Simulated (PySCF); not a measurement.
Species: C7H7N.
Geometry (GFN2-xTB, Å), atoms numbered from 1 in this order:
```
atom  x, y, z in Å
C1     3.2131   -0.3093   -0.5304
N2     2.1317    0.3155   -0.3507
C3     0.9586   -0.3743   -0.1616
C4    -0.1915    0.2780    0.0309
C5    -0.6223    1.6766    0.1092
C6    -1.9151    1.3348    0.3206
C7    -1.6146   -0.1078    0.2630
C8    -2.2904   -1.2380    0.3684
H9     4.1178    0.2605   -0.6768
H10    3.2985   -1.4023   -0.5488
H11    0.9765   -1.4676   -0.1705
H12   -0.0828    2.5995    0.0249
H13   -2.8258    1.8826    0.4736
H14   -1.8051   -2.1949    0.2824
H15   -3.3531   -1.2454    0.5440
```

Computed at PBE0/pcSseg-1 (PySCF, non-relativistic), with Q(14N) = 0.02044 b: N2, 14N (I = 1): χzz = -5.696 MHz, η = 0.473.

Problem. Where would the pure quadrupole (NQR) lines of 14N at N2 fall for the rigid, isolated species?

Solution. From ν± = (3/4)|χ|(1 ± η/3) and ν0 = |χ|η/2: ν+ 4.946 MHz, ν− 3.598 MHz, ν0 1.348 MHz (imine nitrogen).

In a crystal, neighbours and librations shift these lines. GFN2-xTB bond lengths can be off by several hundredths of an ångström, more for odd bonds, and the gradients follow them. With a basis this small, the couplings can be 20 % off.

One conformer stands for the species.
